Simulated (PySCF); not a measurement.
# What a mistake does to a calculation on Cl2H2NSi

These are calculations, not measurements. They come from PySCF 2.14.0, an open-source quantum chemistry program, on an isolated molecule that a program drew, which may never have been made. The molecule is Cl2H2NSi (charge 0, doublet), drawn as the SMILES string `N[Si](Cl)Cl`.

Each row is a Hartree-Fock (HF) and frozen-core CCSD(T) single point in the cc-pV(D+d)Z basis, meant for a local HF minimum. Run 1 is clean. Each other run has one planted mistake out of seven kinds, and not every kind appears here: one electron removed, one electron added, multiplicity raised by two, geometry at a saddle point, minimal basis STO-3G, one bond length entered in bohr, all coordinates scaled. The reference is restricted for singlets and unrestricted otherwise, and also for a bond in bohr. Adding or removing an electron swaps singlet and doublet. Electrons count all cores. HOMO and LUMO are orbital energies over both spins, the gradient is its largest component, and the lowest frequency (negative if imaginary) is given only where the gradient is small. Bond lengths are over the 5 bonds as drawn. T1 is the CCSD diagnostic: over 0.02 (restricted) or 0.045 (unrestricted) a single reference is doubtful.

Geometry of the clean run:
```xyz
6
Cl2H2NSi, angstrom
N    -0.7673    0.3662    0.3173
Si   -2.3886    0.2990    0.8163
Cl   -2.4174    0.5142    2.8755
Cl   -3.3918    1.8564   -0.1085
H    -0.5316    0.5116   -0.6464
H    -0.0564   -0.1417    0.8093
```

| run | electrons | basis functions | <S^2> | HOMO (eV) | LUMO (eV) | gradient (hartree/bohr) | lowest frequency (cm^-1) | mean bond (Å) | longest bond (Å) | T1 | HF (hartree) | CCSD(T) (hartree) | mistake |
|---|---|---|---|---|---|---|---|---|---|---|---|---|---|
| 1 | 57 | 93 | 0.756 | -9.24 | 1.39 | 2.1e-05 | 135 | 1.5689 | 2.071 | 0.0129 | -1263.66447 | -1264.23776 | no fault |
| 2 | 57 | 34 | 0.755 | -7.29 | 3.69 | 2.0e-02 | - | 1.5689 | 2.071 | 0.0145 | -1249.75606 | -1249.85803 | minimal basis STO-3G |
| 3 | 57 | 93 | 0.851 | -9.23 | -0.83 | 2.5e-02 | - | 1.9373 | 3.913 | 0.0263 | -1263.57554 | -1264.14464 | one bond length entered in bohr |
| 4 | 58 | 93 | 0.000 | -0.67 | 9.31 | 1.1e-01 | - | 1.5689 | 2.071 | 0.0108 | -1263.64957 | -1264.24648 | ? |
| 5 | 57 | 93 | 0.761 | -9.80 | 0.54 | 4.5e-02 | - | 1.6599 | 2.191 | 0.0154 | -1263.64510 | -1264.22622 | ? |

**Which mistake was planted in run 4, and what did it cost?**

It counts 58 electrons, one more than the clean run, at the same geometry and basis. So the mistake is: one electron added. Subtracting run 1 and multiplying by 627.51 kcal/mol a hartree, the energy moved by 9.3 kcal/mol in HF and -5.5 kcal/mol in CCSD(T).

**Which mistake was planted in run 5, and what did it cost?**

The mean and the longest bond both change by the same factor, 1.058, and the gradient is no longer small. So the mistake is: all coordinates scaled. Subtracting run 1 and multiplying by 627.51 kcal/mol a hartree, the energy moved by 12.2 kcal/mol in HF and 7.2 kcal/mol in CCSD(T).

